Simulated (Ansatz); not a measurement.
This geometry of BrH$_{3}$InN (6 atoms, charge 0, multiplicity 1) is a first-order saddle point.

The calculation used Ansatz 0.2.0, RKS PBE-D4/def2-SVP.

```xyz
6
Properties=species:S:1:pos:R:3
N -0.170 -0.583 -0.996
In 0.191 0.666 0.544
Br 0.021 -0.597 2.714
H -0.396 -1.569 -0.855
H -0.176 -0.318 -1.983
H 0.571 2.337 0.529
```

Which two structures does it join? (They come from a converged band through this point; their orientation in space is the band's.)

No bond is made or broken. The height of N1 over the plane of its neighbours goes from 0.29 to -0.29 Å. The two ends are copies of one structure, up to a mirror image or an exchange of like atoms.

Initial state:

```xyz
6
Properties=species:S:1:pos:R:3
N 0.046 -0.654 -1.029
In 0.165 0.663 0.521
Br -0.089 -0.559 2.711
H -0.434 -1.538 -0.830
H -0.247 -0.302 -1.946
H 0.601 2.325 0.528
```

Final state:

```xyz
6
Properties=species:S:1:pos:R:3
N -0.370 -0.551 -1.020
In 0.202 0.655 0.520
Br -0.040 -0.571 2.709
H -0.350 -1.559 -0.832
H 0.011 -0.367 -1.954
H 0.588 2.329 0.531
```

How far does it lie above each of them?

0.015 eV above the first and 0.015 eV above the second. This is the barrier of this one path; another mechanism may lie lower.

Run time: 5.4 min on 1 thread of Arm Neoverse V1, with other jobs on the host, peak memory 0.13 GiB.
